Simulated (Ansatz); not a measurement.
The first iterations of a band of C3H8AlB (13 atoms, charge 0, multiplicity 1).

These are results of Ansatz 0.2.0, RKS PBE0-D4/cc-pVDZ, not measurements.

```yaml
movable_images: 9
climbing_image: yes
spring: 0.5 eV/Å²
optimiser: quadratic models (default)
start_path: through a guess of the saddle point
force_threshold: 0.03 eV/Å
iteration_limit: 60
end_points: relaxed
```

Image 0:

```xyz
13
Properties=species:S:1:pos:R:3
C -1.747 0.681 0.476
C -0.396 1.208 -0.006
B 0.686 0.095 -0.226
C 0.698 -1.370 -0.072
Al 2.525 -0.448 -0.738
H -2.478 1.492 0.619
H -1.649 0.150 1.437
H -2.179 -0.031 -0.245
H -0.522 1.771 -0.948
H 0.000 1.952 0.709
H -0.165 -1.962 0.265
H 1.521 -2.105 -0.255
H 3.727 -1.469 -1.002
```

Image 10:

```xyz
13
Properties=species:S:1:pos:R:3
C -1.735 0.683 0.518
C -0.353 1.212 0.138
B 0.696 0.096 -0.193
C 0.652 -1.376 -0.231
Al 2.530 -0.445 -0.727
H -2.172 0.084 -0.297
H -2.441 1.498 0.744
H -1.684 0.033 1.406
H -0.432 1.892 -0.729
H 0.047 1.847 0.949
H -0.245 -1.969 0.001
H 1.454 -2.116 -0.478
H 3.702 -1.473 -1.086
```

| iteration | highest image above the first end (eV) | largest band force component (eV/Å) |
| --- | --- | --- |
| 1 | 12.184 | 25.236 |
| 2 | 3.604 | 8.809 |
| 3 | 1.239 | 3.472 |
| 4 | 0.849 | 0.943 |
| 5 | 0.716 | 0.644 |
| 6 | 0.519 | 0.646 |

Q: Does the band converge within its limit, and where does its top end?

A: The run converged. It ended after 18 iterations with the highest image 0.131 eV above the first end. Another band between the same ends (9 images) ends at a top of the same energy, where a vibrational analysis finds 1 clearly imaginary mode.

The run took 5.1 min on 2 threads of Intel(R) Xeon(R) 6975P-C (Granite Rapids), on a shared host, peak memory 0.28 GiB.
